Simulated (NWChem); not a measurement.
Species: MgN₂H₄; SMILES [NH2][Mg][NH2]

```xyz
7

Mg     0.0000     0.0000     0.0000
N      0.0000     1.8919     0.0000
H      0.5784     2.4983    -0.5744
H     -0.5784     2.4983     0.5744
N      0.0000    -1.8919     0.0000
H     -0.5784    -2.4983    -0.5744
H      0.5784    -2.4983     0.5744
```
Atoms are numbered in this order, from 1.

All runs: NWChem. Pople sets run with spherical d functions. The geometry was optimised at PBE0/def2-SVP.

### Question
Taking TPSS/6-311++G** as the yardstick, which of these has the fewest basis functions while keeping “highest occupied level (eV)” within 0.1 eV of it: TPSS/3-21G; TPSS/6-31+G*; TPSS/6-31G*; TPSS/6-311G**?

### Answer
TPSS/6-31+G* (a larger set in the list lies outside the tolerance).
```csv
level,basis functions,highest occupied level (eV)
TPSS/3-21G,39,-4.13
TPSS/6-31G*,54,-4.47
TPSS/6-31+G*,66,-4.89
TPSS/6-311G**,86,-4.67
TPSS/6-311++G**,102,-4.96
```

The yardstick is one finite set, not the basis-set limit.
